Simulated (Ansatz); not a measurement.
(1) Predict a relaxed structure of cis-Cu(NH3)2Cl2 (CuN2Cl2H6), charge 0, doublet, at r2SCAN-D4/def2-SVP (Ansatz).

Results:

(1) 
```xyz
11

Cu   -0.634   -0.572   -0.051
N     1.431   -0.783    0.136
H     1.400   -1.688    0.625
H     1.971   -0.123    0.699
H     1.932   -0.922   -0.743
N    -0.622    1.512   -0.072
H    -1.475    1.617   -0.637
H     0.138    2.024   -0.525
H    -0.794    1.953    0.834
Cl   -2.556   -0.439   -1.164
Cl   -0.791   -2.579    0.898
```
Point group C2 (tolerance 0.1 Å). The metal has 4 neighbours: N 2.08 Å, N 2.08 Å, Cl 2.23 Å, Cl 2.23 Å. This is one stationary point.

The relaxation made no stability test and no search for a lower SCF solution. No other spin state of charge 0 was run.
